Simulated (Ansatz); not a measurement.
Basis-set series for `CCBCC`. The species carries charge 0 and has multiplicity 1. The geometry is a stationary point of PBE0-D4/def2-TZVP. It is one conformer, not always the lowest.

Cartesian coordinates in Å:
```
C 1.3194 1.8910 -1.3051
C 0.2788 0.7856 -1.1750
B 0.2473 -0.0227 0.1572
C -1.0434 -0.7272 0.6736
C -0.8727 -1.9236 1.6014
H 2.3192 1.5183 -1.0697
H 1.3482 2.3147 -2.3122
H 1.1107 2.7108 -0.6129
H -0.7197 1.1410 -1.4568
H 0.4961 -0.0079 -1.9152
H 1.2578 -0.1054 0.8113
H -1.5435 0.0926 1.2237
H -1.7361 -0.9522 -0.1465
H -0.2212 -1.6772 2.4433
H -0.4147 -2.7660 1.0766
H -1.8262 -2.2718 2.0064
```

| functional | basis | functions | energy (Eh) | HOMO (eV) | LUMO (eV) |
| --- | --- | --- | --- | --- | --- |
| PBE0-D4 | def2-SVP | 125 | -183.52962 | -8.23 | -0.54 |
| PBE0-D4 | def2-TZVPP | 309 | -183.72719 | -8.25 | -0.66 |
| ωB97M-V | def2-SVP | 125 | -183.62639 | -10.53 | 1.48 |
| ωB97M-V | def2-TZVPP | 309 | -183.83826 | -10.55 | 1.23 |

Task: Give the rows for def2-QZVPP. (An estimate is asked.)

Result: The calculation gave: 
```
functional       basis  functions  energy (Eh)  HOMO (eV)  LUMO (eV)
   PBE0-D4  def2-QZVPP        615   -183.73814      -8.25      -0.69
   ωB97M-V  def2-QZVPP        615   -183.84900     -10.55       1.10
```

Positive LUMOs are unbound and depend on the basis.

Results of the Gaussian-basis code of Ansatz.
